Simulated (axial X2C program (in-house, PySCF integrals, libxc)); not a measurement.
## CaCu along the bond: PBE0, 2c

Calculated with an in-house all-electron X2C program for linear molecules (integrals from PySCF). Two-component (2c) means X2C with spin–orbit coupling and atomic mean-field two-electron Coulomb and Gaunt terms. Basis: Cu dyall-cv3z [9s9p6d3f2g], Ca dyall-cv3z [11s12p6d4f] (cores contracted in-house); Gaussian nuclei, density fitting, unrestricted open shells. Masses: Cu 62.930 u, Ca 39.963 u.

State: Ω = 1/2 (⟨Sz⟩ = 0.50, ⟨Lz⟩ = 0.00 at PBE0). Dipoles are positive if Ca is the positive end.

```json
{"R (Å)": "2.345", "μ (D)": "1.067", "HOMO (eV)": "-3.77", "LUMO (eV)": "-1.86"}
{"R (Å)": "2.453", "μ (D)": "1.271", "HOMO (eV)": "-3.82", "LUMO (eV)": "-1.92"}
{"R (Å)": "2.534", "μ (D)": "1.433", "HOMO (eV)": "-3.86", "LUMO (eV)": "-1.96"}
{"R (Å)": "2.615", "μ (D)": "1.601", "HOMO (eV)": "-3.90", "LUMO (eV)": "-2.01"}
{"R (Å)": "2.696", "μ (D)": "1.770", "HOMO (eV)": "-3.93", "LUMO (eV)": "-2.05"}
{"R (Å)": "2.790", "μ (D)": "1.963", "HOMO (eV)": "-3.97", "LUMO (eV)": "-2.10"}
{"R (Å)": "2.885", "μ (D)": "2.152", "HOMO (eV)": "-4.01", "LUMO (eV)": "-2.15"}
{"R (Å)": "3.006", "μ (D)": "2.379", "HOMO (eV)": "-4.05", "LUMO (eV)": "-2.22"}
{"R (Å)": "3.154", "μ (D)": "2.619", "HOMO (eV)": "-4.11", "LUMO (eV)": "-2.29"}
{"R (Å)": "3.370", "μ (D)": "2.878", "HOMO (eV)": "-4.18", "LUMO (eV)": "-2.39"}
```

**Question.** The minimum lies at 2.694 Å. What is the dipole moment there, and its slope?

**Answer.** At PBE0, 2c, with the sign and origin stated: μ = 1.77 D, dμ/dR = 2.08 D/Å.

One determinant describes the state; a PBE0 search over occupations chose it and may have missed a lower one. Density functionals use the spin component along the axis (collinear).
